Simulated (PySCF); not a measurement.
A structure optimised at TPSSh-D3(BJ)/def2-SVP, used in a PySCF frequency run:

```
C
C 1 1.3431
H 2 1.0950 1 122.18
H 1 1.0955 2 119.95 3 180.00
H 2 1.0965 3 116.07 1 180.00
Ga 1 1.9290 4 119.69 2 180.00
F 6 1.7517 1 126.15 4 0.00
F 6 1.7546 7 112.63 1 180.00
```

Question: Write its SMILES, formula and point group.

Answer: C=[CH][Ga]([F])[F], C₂H₃F₂Ga, Cs

Question: What are its rotational constants (standard atomic weights)?

Answer: 6.0149, 2.5364, 1.7841 GHz
